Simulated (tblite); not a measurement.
Compound: CH₁₀O₃SSi₄.
Atom-mapped SMILES: `[CH3:1][S:2][Si@@H:3]1[O:4][Si@@H:5]([O:6][SiH3:7])[O:8][SiH2:9]1` (hydrogens: H10, H11, H12 on C1; H13 on Si3; H14 on Si5; H15, H16, H17 on Si7; H18, H19 on Si9)

Computed with GFN2-xTB (tblite), gas phase: L-BFGS steps from a force-field or distance-geometry start until the largest atomic force falls under 0.01 eV/Å.

Step 116: E = -814.8711 eV
```
atom  x, y, z in Å  |  force x, y, z in eV/Å
C1     -4.0676   -0.8269   -0.4490   -0.038   0.039   0.015
S2     -3.1191    0.4336    0.4587    0.028   0.002   0.009
Si3    -1.1937   -0.3295   -0.0557    0.030  -0.040   0.048
O4     -0.1077    0.5128    0.8277    0.022   0.005  -0.013
Si5     1.2414    1.1409    0.1726   -0.015  -0.010  -0.022
O6      2.5205    0.3899    0.7652    0.002   0.005   0.042
Si7     3.9355    0.1045    1.5078    0.003  -0.025  -0.060
O8      1.1247    0.7678   -1.4081   -0.024   0.009   0.020
Si9    -0.1880    0.0673   -2.1012    0.018   0.003   0.022
H10    -3.6278   -1.8040   -0.2813   -0.055   0.001   0.008
H11    -4.0679   -0.5884   -1.5071    0.019  -0.021  -0.023
H12    -5.0820   -0.7964   -0.0664    0.011  -0.032  -0.006
H13    -1.1185   -1.6825    0.5214   -0.011   0.020  -0.020
H14     1.2152    2.5713    0.3618    0.056  -0.026   0.001
H15     4.9786    0.6578    0.6446   -0.004   0.011   0.014
H16     3.8995    0.7626    2.8103   -0.015   0.034   0.021
H17     4.0332   -1.3496    1.6278   -0.043   0.017  -0.022
H18    -0.7101    1.0847   -3.0153   -0.025   0.019  -0.012
H19     0.3242   -1.1066   -2.8062    0.039  -0.011  -0.022
```

Step 117: E = -814.8722 eV
```
atom  x, y, z in Å  |  force x, y, z in eV/Å
C1     -4.0555   -0.8269   -0.4504   -0.068   0.033  -0.039
S2     -3.1160    0.4292    0.4707    0.047  -0.005  -0.001
Si3    -1.1909   -0.3342   -0.0476    0.023  -0.033   0.041
O4     -0.1055    0.5145    0.8294    0.033   0.012   0.002
Si5     1.2383    1.1495    0.1705   -0.027  -0.008  -0.037
O6      2.5213    0.4067    0.7643   -0.042   0.014   0.011
Si7     3.9308    0.1013    1.5052    0.030  -0.026  -0.045
O8      1.1172    0.7741   -1.4102   -0.021   0.005   0.037
Si9    -0.1946    0.0664   -2.0985    0.017   0.010   0.043
H10    -3.6333   -1.8080   -0.2578   -0.078   0.017   0.000
H11    -4.0212   -0.6019   -1.5129    0.025  -0.032   0.033
H12    -5.0820   -0.7771   -0.1011    0.041  -0.043  -0.002
H13    -1.1080   -1.6866    0.5318   -0.015   0.034  -0.025
H14     1.2081    2.5802    0.3598    0.053  -0.036  -0.004
H15     4.9757    0.6480    0.6406    0.009   0.014   0.019
H16     3.8996    0.7516    2.8117   -0.009   0.035   0.019
H17     4.0132   -1.3538    1.6167   -0.036   0.002  -0.017
H18    -0.7239    1.0830   -3.0092   -0.027   0.016  -0.015
H19     0.3170   -1.1066   -2.8055    0.044  -0.009  -0.021
```

Step 118: E = -814.8737 eV
```
atom  x, y, z in Å  |  force x, y, z in eV/Å
C1     -4.0522   -0.8236   -0.4488   -0.036   0.009  -0.035
S2     -3.1108    0.4245    0.4794    0.074  -0.015  -0.012
Si3    -1.1872   -0.3440   -0.0456    0.005   0.005   0.022
O4     -0.1021    0.5089    0.8269    0.016   0.010   0.024
Si5     1.2363    1.1533    0.1680   -0.034   0.003  -0.039
O6      2.5204    0.4218    0.7709   -0.018  -0.002   0.003
Si7     3.9296    0.1021    1.5061    0.015  -0.005  -0.035
O8      1.1137    0.7765   -1.4123   -0.004   0.001   0.037
Si9    -0.1955    0.0636   -2.1002    0.001   0.015   0.053
H10    -3.6484   -1.8085   -0.2429   -0.051  -0.016   0.011
H11    -3.9984   -0.6097   -1.5108    0.043  -0.006  -0.033
H12    -5.0825   -0.7609   -0.1212   -0.039  -0.022   0.046
H13    -1.1009   -1.6952    0.5346   -0.016   0.027  -0.021
H14     1.2057    2.5837    0.3589    0.040  -0.032  -0.011
H15     4.9742    0.6443    0.6377    0.009   0.013   0.031
H16     3.9012    0.7494    2.8163    0.001   0.015  -0.013
H17     3.9995   -1.3540    1.6079   -0.027  -0.004  -0.007
H18    -0.7311    1.0834   -3.0055   -0.022  -0.001  -0.007
H19     0.3187   -1.1062   -2.8119    0.041   0.004  -0.013
```

**Question.** Estimate the geometry and energy of step 119. (The exact step hangs on the optimiser's Hessian estimate; all steps are aligned on step 118, rigid shifts and turns removed.)

**Answer.** E = -814.8744 eV, largest force 0.105 eV/Å
```
atom  x, y, z in Å  |  force x, y, z in eV/Å
C1     -4.0429   -0.8231   -0.4513   -0.071  -0.042  -0.053
S2     -3.1036    0.4142    0.4937    0.041  -0.006  -0.025
Si3    -1.1808   -0.3505   -0.0365    0.008   0.019   0.021
O4     -0.0968    0.5095    0.8300   -0.009   0.005   0.024
Si5     1.2317    1.1651    0.1630   -0.022  -0.006   0.001
O6      2.5194    0.4482    0.7749    0.034  -0.009   0.003
Si7     3.9260    0.0978    1.5042   -0.028   0.005  -0.028
O8      1.1045    0.7841   -1.4151    0.017  -0.013   0.021
Si9    -0.2024    0.0609   -2.0967   -0.006   0.021   0.035
H10    -3.6653   -1.8141   -0.2140   -0.090   0.047  -0.026
H11    -3.9451   -0.6266   -1.5163    0.028  -0.025   0.058
H12    -5.0861   -0.7358   -0.1615    0.070  -0.019   0.019
H13    -1.0860   -1.6987    0.5465   -0.013   0.010  -0.018
H14     1.1913    2.5948    0.3510    0.040  -0.013  -0.013
H15     4.9772    0.6314    0.6380    0.006   0.012   0.033
H16     3.9070    0.7373    2.8209    0.003  -0.009  -0.050
H17     3.9752   -1.3613    1.5911   -0.025   0.020  -0.002
H18    -0.7462    1.0810   -2.9981   -0.024  -0.014  -0.001
H19     0.3131   -1.1046   -2.8164    0.041   0.017   0.001
```

The energy changes by -0.0007 eV. The first-order estimate −F·Δx gives -0.0018 eV and the mean of the old and new forces, exact on a quadratic surface, -0.0006 eV. The step makes an angle of 85° with the force vector and moves no atom by more than 0.056 Å.

What follows is the cost of the whole relaxation. Hardware: Arm Neoverse N1, one thread, no GPU, shared host with 64 logical CPUs at a one-minute load of 58. Cost: 6.8 s.
